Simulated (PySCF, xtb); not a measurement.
In(Me)2(NH2) (C2H8InN), SMILES [CH3][In]([CH3])[NH2].

GFN2-xTB (xtb) at its own geometry gives an orbital gap of 3.19 eV and a dipole moment of 1.51 D.

The structure is a stationary point at B3LYP-D3(BJ)/def2-SVP. The structure was generated by enumeration; whether it is a known compound was not checked. The def2 effective core potentials stand for the cores of In; spin–orbit coupling is left out. Other conformers were not sampled.

Task: What does PBE/def2-TZVP run with PySCF give? (Estimate from the structure and the level; the computed values follow.)

Result: gap 4.12 eV (levels -5.21 and -1.09 eV), dipole 0.15 D.
